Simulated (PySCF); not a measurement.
Molecule: `InChI=1S/C6H7N/c1-6-2-4-7-5-3-6/h2-5H,1H3`.

Mapped SMILES: `[CH3:1][c:2]1[cH:3][cH:4][n:5][cH:6][cH:7]1`. Hydrogens are named by the atom that carries them.

Geometry PBE0-D3(BJ)/def2-SVP throughout; GIAO in PySCF 2.14, gas phase, one conformer, non-relativistic; equivalent atoms averaged; basis pcSseg-1.

(1) How do the shifts δ (against TMS, NH3 at the same level) depend on the functional? (ppm; last column core-seconds on shared hosts with different chips, so compare them loosely)

(2) Which nucleus moves most, in ppm?

## Answers

(1) 
```tsv
functional	kind	C4/C6	C2	C3/C7	C1	N5	H(C4)/H(C6)	H(C3)/H(C7)	H(C1)	core-s
BLYP	GGA	153.7	149.4	127.8	23.9	357.4	8.47	6.77	2.33	71
KT3	GGA	142.4	137.5	117.9	23.2	323.8	8.34	6.69	2.30	18
B3LYP	global hybrid	156.2	152.2	129.6	23.1	360.3	8.53	6.90	2.36	48
PBE0	global hybrid	155.8	151.1	129.1	22.9	354.7	8.65	7.03	2.38	15
mPW1PW91	global hybrid	155.8	151.1	129.1	23.0	354.4	8.64	7.01	2.38	48
WP04	global hybrid	155.5	151.8	128.7	23.6	346.3	8.34	6.73	2.31	12
BHandHLYP	global hybrid	158.8	155.4	130.4	22.1	363.2	8.60	7.00	2.41	42
CAM-B3LYP	range-separated hybrid	159.6	156.1	132.2	22.2	364.6	8.59	7.00	2.36	59
```

(2) N5 (pyridine-type ring nitrogen): from 323.8 ppm with KT3 to 364.6 ppm with CAM-B3LYP. The smallest spread is 0.11 ppm, at H(C1). Proton shifts span only some 12 ppm, so a few tenths of a ppm matter as much there as several ppm in carbon.
